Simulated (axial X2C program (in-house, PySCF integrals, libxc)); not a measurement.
## Worked dissociation energy of SrBr: HF, two-component

Calculated with an in-house relativistic program for diatomic molecules. Two-component (2c) means X2C with spin–orbit coupling and atomic mean-field two-electron Coulomb and Gaunt terms. Basis: Sr dyall-cv3z [13s12p8d5f1g], Br dyall-cv3z [8s9p6d4f1g] (cores contracted in-house); Gaussian nuclei, density fitting, unrestricted open shells. Masses: Sr 87.906 u, Br 78.918 u.

Molecular state: Ω = 1/2 (⟨Sz⟩ = 0.50, ⟨Lz⟩ = 0.00 at HF).

* E(Sr) (2M_J = 0): -3176.177600 hartree
* E(Br) (2M_J = 1): -2603.606211 hartree
* E(SrBr) at Re: -5779.900181 hartree
* ωe: 205.8 cm⁻¹
* ωexe: 0.482 cm⁻¹

Q: Work out De and D0.

A: De = -3176.177600 + (-2603.606211) − (-5779.900181) = 0.11637 hartree = 3.167 eV. The zero-point energy is ωe/2 − ωexe/4 = 103 cm⁻¹ = 0.013 eV, so D0 = 3.154 eV.

One determinant describes the state; a PBE0 search over occupations chose it and may have missed a lower one. De is counted from the lowest determinant-based energies of the atoms at the same level, without counterpoise correction.

Hartree–Fock lacks correlation and underbinds, often by eV.

Each atomic determinant is the lowest at this level and need not be a pure J level. Totals compare only within one Hamiltonian and basis.
